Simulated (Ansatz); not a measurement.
Clusters of 3 atoms, halide: PBE0-D4/def2-TZVPD single points in Ansatz on relaxed structures, gas phase. Each cluster is the lowest isomer that a short search found in that spin, judged at the geometry's level, and lower ones may exist. Core potentials for Ag, Hg, I, Rb, Tl, no spin–orbit coupling. HOMO and LUMO are taken over both spins. Singlets are spin-restricted. The spins of the ions were chosen, not always searched. A dash marks a value that wasn't run or was left out as unsound. The structures are stationary points that may keep the symmetry of their start. Remarks come from the PBE and PBE0 runs and from stability tests at other levels; not every state was tested. A HOMO above zero means that the electron is unbound at that level and held by the basis, or that self-interaction error raises the level; the energy of removing that electron tells which. HOMO above LUMO (over both spins in singlets and doublets, within one spin in higher multiplets; at PBE or PBE0), or a gap under 0.15 eV within one spin, warns that the state may not be the lowest or that an electron is smeared out.

| species | atoms | state | geometry | HOMO (eV) | vertical IE (eV) | lowest of the spins relaxed | point group (within 0.1 Å) | remarks |
| --- | --- | --- | --- | --- | --- | --- | --- | --- |
| HgF2⁻ | 3 | doublet; oxidised ion singlet | PBE-D4/def2-TZVPD | -0.87 | 3.05 | doublet, of doublet/quartet | C2v | HOMO above zero at PBE or PBE0, HOMO above zero (quartet) |
| Ag2Cl | 3 | doublet; oxidised ion singlet | PBE-D4/def2-TZVP | -5.13 | – | – | C2v | – |
| CaF2⁻ | 3 | doublet; oxidised ion singlet | PBE0-D4/def2-TZVPD | 0.55 | 0.90 | doublet, of doublet/quartet | C2v | HOMO above zero at PBE or PBE0, HOMO above zero (quartet) |
| AgCl2⁻ | 3 | singlet | PBE0-D4/def2-TZVPD | -2.97 | 4.93 | singlet, of singlet/triplet | D∞h | gap within one spin near zero at PBE or PBE0 (neutral doublet), HOMO above zero (triplet), HOMO above zero (quintet), gap within one spin near zero at PBE or PBE0 (quintet) |
| Rb2F | 3 | doublet; oxidised ion singlet | r2SCAN-D4/def2-TZVP | -2.33 | – | – | C2v | – |
| K2I | 3 | doublet; oxidised ion singlet | r2SCAN-D4/def2-TZVP | -2.93 | – | – | – | gap within one spin near zero at PBE or PBE0 (quartet) |
| MgBr2⁻ | 3 | doublet; oxidised ion singlet | r2SCAN-D4/def2-TZVPD | -0.34 | 2.03 | doublet, of doublet/quartet | C2v | HOMO above zero at PBE or PBE0, HOMO above zero (quartet) |

Estimate the rows for AgF2⁻ (singlet, r2SCAN-D4/def2-TZVPD geometry); TlF2⁻ (singlet, PBE0-D4/def2-TZVPD geometry); NaH2 (doublet; oxidised ion singlet, r2SCAN-D4/def2-TZVP geometry).


| species | atoms | state | geometry | HOMO (eV) | vertical IE (eV) | lowest of the spins relaxed | point group (within 0.1 Å) | remarks |
| --- | --- | --- | --- | --- | --- | --- | --- | --- |
| AgF2⁻ | 3 | singlet | r2SCAN-D4/def2-TZVPD | -2.07 | 4.56 | singlet, of singlet/triplet/quintet | D∞h | gap within one spin near zero at PBE or PBE0 (neutral doublet), HOMO above zero (triplet), HOMO above zero (quintet) |
| TlF2⁻ | 3 | singlet | PBE0-D4/def2-TZVPD | -2.04 | 4.10 | singlet, of singlet/triplet | C2v | HOMO above zero (triplet), HOMO above zero (quintet), gap within one spin near zero at PBE or PBE0 (quintet) |
| NaH2 | 3 | doublet; oxidised ion singlet | r2SCAN-D4/def2-TZVP | -3.61 | – | – | C∞v | – |

The vertical IE (eV) runs from 0.90 (CaF2⁻) to 4.93 (AgCl2⁻).
